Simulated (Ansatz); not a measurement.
System: sum formula H2BO2Br, charge 0, multiplicity 1. SMILES: OB(O)Br
Structure (B3LYP-D3(BJ)/def2-TZVP (Ansatz, a program for electronic structure) minimum search):
```xyz
6

O      1.6455    -1.1399     0.4064
B      0.3246    -0.9027     0.2771
O     -0.5544    -1.8945     0.5250
Br    -0.3166     0.8805    -0.2703
H      2.2062    -0.3838     0.2124
H     -1.4760    -1.6469     0.4109
```
Charge 0, spin multiplicity 1.

Computed values are from Ansatz. Cores are frozen in the correlated levels unless marked. UHF or UKS for open shells. Spin-orbit coupling is left out. Frozen are the shells of the preceding noble gas and the d and f shells that filled before the atom's block. Non-relativistic. CBS(X,Y): correlation extrapolated as X^-3; Hartree-Fock from the larger set (for Q and 5 zeta extrapolated as (X+1)exp(-9√X)).

**Question.** What is the dipole moment at CCSD(T)/aug-cc-pVDZ?

**Answer.** 0.76 D.

**Question.** What is the vertical ionisation energy (to the doublet) at CCSD(T)/CBS(aug-cc-pVTZ,aug-cc-pVQZ)?

**Answer.** 11.37 eV.

**Question.** What is the atomisation energy De at CCSD(T)/CBS(cc-pVQZ,cc-pV5Z)?

**Answer.** 582.5 kcal/mol.

**Question.** What is the T1 diagnostic at CCSD/cc-pV5Z?

**Answer.** 0.011.

**Question.** What is the total energy at CCSD(T)/CBS(cc-pVQZ,cc-pV5Z)?

**Answer.** -2749.1754 Eh.
